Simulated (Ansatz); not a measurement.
Species: [Ti(F)4] (charge 0, multiplicity 1), formula F4Ti.

Q: How many basis functions does frozen-core CCSD(T)/def2-TZVPP // BP86-D3(BJ)/def2-SVP (Ansatz, an electronic-structure program) use, how many core orbitals are frozen, and how many electrons are correlated?

A: 188 basis functions and 9 frozen orbitals, which leaves 40 correlated electrons. Core time is of the order of minutes.
